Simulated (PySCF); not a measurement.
C3H5GeNSe.
Numbering: `[GeH3:1][c:2]1[cH:3][cH:4][se:5][n:6]1` (hydrogens: H7, H8, H9 on Ge1; H10 on C3; H11 on C4)

Method: PBE0-D3(BJ)/def2-SVP geometry optimisation, gas phase (PySCF 2.14.0); density fitting, grid level 1; the optimiser is geomeTRIC in internal coordinates, started from a GFN2-xTB structure with every atom displaced at random (about 0.01 Å).

Step 1: E = -126510.6408 eV
```
atom  x, y, z in Å  |  force x, y, z in eV/Å
Ge1    -1.9534   -0.2721    0.2134   -0.146  -0.088  -0.006
C2     -0.0262   -0.3358   -0.1559    0.016   0.016   0.143
C3      0.9276    0.6049    0.3739   -0.216   0.149  -0.275
C4      2.1678    0.4584   -0.1792    0.511   0.110   0.478
Se5     2.1671   -0.9803   -1.3289   -0.033  -0.019  -0.057
N6      0.3964   -1.2347   -1.0095   -0.022   0.072  -0.065
H7     -2.2324   -0.2620    1.7402    0.074  -0.032  -0.187
H8     -2.6478   -1.4734   -0.4706    0.130   0.176   0.142
H9     -2.4973    1.0522   -0.3760    0.026  -0.102   0.048
H10     0.6657    1.3860    1.0935    0.057  -0.063  -0.029
H11     3.0741    1.0357    0.0762   -0.396  -0.218  -0.191
```

Step 2: E = -126510.6630 eV
```
atom  x, y, z in Å  |  force x, y, z in eV/Å
Ge1    -1.9565   -0.2737    0.2131   -0.026   0.024  -0.022
C2     -0.0387   -0.3004   -0.1837    0.048   0.162  -0.146
C3      0.9194    0.6394    0.3335   -0.050  -0.064   0.176
C4      2.1844    0.4268   -0.1356    0.003   0.026  -0.011
Se5     2.1629   -0.9870   -1.3193    0.000  -0.070   0.026
N6      0.3796   -1.1961   -1.0425    0.054  -0.059  -0.007
H7     -2.1891   -0.2803    1.7356    0.024  -0.013   0.007
H8     -2.6248   -1.4866   -0.4437    0.021  -0.001   0.017
H9     -2.5472    1.0305   -0.3565   -0.020   0.000   0.004
H10     0.6628    1.4286    1.0427    0.016  -0.001   0.027
H11     3.0888    0.9776    0.1336   -0.070  -0.005  -0.070
```

Task: Estimate the geometry and energy of step 3. (The exact step hangs on the optimiser's Hessian estimate; all steps are aligned on step 2, rigid shifts and turns removed.)

Result: E = -126510.6669 eV, largest force 0.152 eV/Å
```
atom  x, y, z in Å  |  force x, y, z in eV/Å
Ge1    -1.9552   -0.2666    0.2057    0.006   0.026  -0.029
C2     -0.0397   -0.2874   -0.1984   -0.056   0.048  -0.066
C3      0.9152    0.6420    0.3404    0.039  -0.138  -0.050
C4      2.1776    0.4208   -0.1324    0.035   0.009   0.029
Se5     2.1685   -1.0086   -1.2985   -0.037   0.083   0.020
N6      0.3801   -1.1908   -1.0498   -0.024  -0.045   0.066
H7     -2.1649   -0.2862    1.7293    0.005   0.000   0.045
H8     -2.6139   -1.4843   -0.4433   -0.022  -0.042  -0.019
H9     -2.5660    1.0329   -0.3502   -0.020   0.013  -0.003
H10     0.6625    1.4282    1.0540    0.001   0.010  -0.010
H11     3.0773    0.9788    0.1204    0.072   0.036   0.017
```

The energy changes by -0.0039 eV. The first-order estimate −F·Δx gives -0.0106 eV and the mean of the old and new forces, exact on a quadratic surface, -0.0040 eV. The step makes an angle of 57° with the force vector and moves no atom by more than 0.031 Å.

The cost below is that of the whole optimisation. On one thread, Intel Xeon Platinum 8259CL at 2.50 GHz (x86_64), shared host with 96 logical CPUs at a one-minute load of 25, this took 1.8 min wall and 0.63 GiB of memory at its peak.
